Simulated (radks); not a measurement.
Task: These are the eigenvalues of the occupied orbitals of an atom or ion with whole-number occupations (hartree). Calculated with a radial shooting solver on a logarithmic mesh with Libxc functionals: scalar-relativistic Kohn-Sham, PBE, spin-polarised, spherical densities, point nucleus.

1s up: -271.8991
1s down: -271.8708
2s up: -44.22122
2s down: -44.19528
2p up: -39.87347
2p down: -39.83806
3s up: -15.10930
3s down: -14.95806
3p up: -13.79264

Which element is it, and in what charge state? The configuration may be excited. Open shells, if any, are filled with parallel spins first.

Result: Z = 26, iron, charge +13: Fe13+ in [Ne] 3s2 3p1. The list shows which subshells hold electrons but not how many an open one holds; the 1s level, -271.9 hartree, gives Z - s = 23.3 by -(Z - s)^2/2, which with screening and relativity narrows Z to a few neighbours, and the depths of the outer levels then fix element, charge and occupations together.
